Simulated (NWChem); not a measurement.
CH₄N₂OSi; SMILES N[SiH2]OC#N

```xyz
9

N      0.2536     2.8649     0.1967
C     -0.0994     1.7578     0.1572
O     -0.5145     0.5516     0.1180
Si     0.4600    -0.8664    -0.1107
N     -0.5189    -2.2514    -0.0976
H      1.1005    -0.6948    -1.4374
H      1.4030    -0.8856     1.0341
H     -0.8728    -2.6498     0.7641
H     -1.0771    -2.5212    -0.8989
```
Atoms are numbered in this order, from 1.

Program: NWChem. Pople sets run with spherical d functions. All runs use the structure optimised with PBE0/def2-SVP. Level: M05-2X/6-31G* with SMD (1 M gas to 1 M solution), gas-phase geometry. Reactions with the solvent are ignored.

**Question.** Predict the results for solvent water. Quantities: solvation free energy (kcal/mol); cavity-dispersion-structure term (kcal/mol); dipole in solution (D).

**Answer.** 
| Item | Value |
|---|---|
| solvation free energy (kcal/mol) | -4.6 |
| cavity-dispersion-structure term (kcal/mol) | 6.4 |
| dipole in solution (D) | 7.17 |
